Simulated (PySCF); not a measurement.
Excitations are Tamm–Dancoff values on a coarser integration grid. The basis has no diffuse functions, so Rydberg states are missing or too high.

Z-matrix (Å, degrees):
```
Al
N 1 1.7776
H 2 1.0083 1 125.04
H 2 1.0083 3 109.89 1 179.61
C 1 1.9574 2 118.35 3 0.62
H 5 1.0925 1 112.67 2 -7.81
H 5 1.0940 6 107.66 1 123.36
H 5 1.0947 6 107.36 7 114.17
C 1 1.9575 2 118.32 3 -179.15
H 9 1.0925 1 112.63 2 -12.56
H 9 1.0937 10 107.70 1 123.49
H 9 1.0947 10 107.26 11 114.18
```
Charge 0, multiplicity 1.

What is the computed S1 excitation (TDA), brightest of the four lowest singlets (TDA), total energy, S1–T1 gap (TDA) and HOMO–LUMO gap (TPSSh-D3(BJ)/def2-TZVP // B3LYP-D3(BJ)/def2-TZVP (PySCF))?


- S1 excitation (TDA): 6.05 eV
- brightest of the four lowest singlets (TDA): 6.68 eV
- total energy: -10295.66 eV
- S1–T1 gap (TDA): 0.70 eV
- HOMO–LUMO gap: 6.50 eV
